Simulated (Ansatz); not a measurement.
BaSe₂. The state is a quintet with charge 0. Geometry PBE0-D4/def2-TZVP; atoms count from 1.

```xyz
3

Ba    1.3277    1.4066    0.0750
Se   -0.6307   -0.8039    1.2599
Se   -0.6971   -0.6027   -1.3349
```

In the def2 sets Ba takes a core potential; there is no spin–orbit coupling. At PBE0-D4/def2-TZVP a singlet of charge 0 lies 3.70 eV below the quintet, each at its own geometry. The structure comes from a short search, and lower isomers may exist.

(1) Estimate the Mulliken populations from the PBE0/def2-TZVP orbitals of Ansatz.

(2) Where does the spin sit?

(3) And the Mayer bond orders between heavy atoms (over 0.3)?

## Answers

(1) 
```
atom  charge (e)  spin (α − β)
 Ba1        0.60          1.06
 Se2       -0.30          1.47
 Se3       -0.30          1.47
```
Mulliken values depend strongly on the basis.

(2) Summed by element: Ba 1.06, Se 2.94, of 4 unpaired in all. Largest on single atoms: Se2 1.47, Se3 1.47, Ba1 1.06.

(3) Ba1–Se2 0.38 (3.18 Å); Ba1–Se3 0.38 (3.18 Å); Se2–Se3 1.38 (2.60 Å).
